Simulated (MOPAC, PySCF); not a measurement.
C3H3F, SMILES `C1(F)CC=1`, neutral singlet in the gas phase. 

Cartesian coordinates (Å):
```xyz
7

F      1.6947    -1.2654    -0.2866
C      0.7206    -0.3822    -0.1194
C      0.3639     0.8556    -0.0431
C     -0.7266    -0.2561     0.1097
H      0.5290     1.9241    -0.0512
H     -1.4336    -0.4232    -0.7145
H     -1.1481    -0.4529     1.1052
```
Charge 0, multiplicity 1.

All levels are single points at this geometry (PBE-D3(BJ)/def2-TZVP); Pople sets use spherical d functions. Orbital energies aren't observables, and empty levels follow the basis.

HF/6-31G* in PySCF gives dipole (D) = 1.34.

Problem. Estimate the dipole (D) from each of these levels: PBE-D3(BJ)/def2-TZVP in PySCF; B3LYP/3-21G in PySCF; B3LYP/6-311+G** in PySCF; B3LYP/6-31G* in PySCF; BP86/6-31G* in PySCF; M06-2X/6-31G* in PySCF; HF/3-21G in PySCF; HF/STO-3G in PySCF; AM1 in MOPAC; PM3 in MOPAC; PM6 in MOPAC; PM7 in MOPAC.

Solution. 
| level | dipole (D) |
|---|---|
| PBE-D3(BJ)/def2-TZVP in PySCF | 1.09 |
| B3LYP/3-21G in PySCF | 0.94 |
| B3LYP/6-311+G** in PySCF | 1.40 |
| B3LYP/6-31G* in PySCF | 1.00 |
| BP86/6-31G* in PySCF | 0.87 |
| M06-2X/6-31G* in PySCF | 1.13 |
| HF/3-21G in PySCF | 1.42 |
| HF/STO-3G in PySCF | 0.69 |
| AM1 in MOPAC | 1.17 |
| PM3 in MOPAC | 1.28 |
| PM6 in MOPAC | 0.95 |
| PM7 in MOPAC | 1.09 |
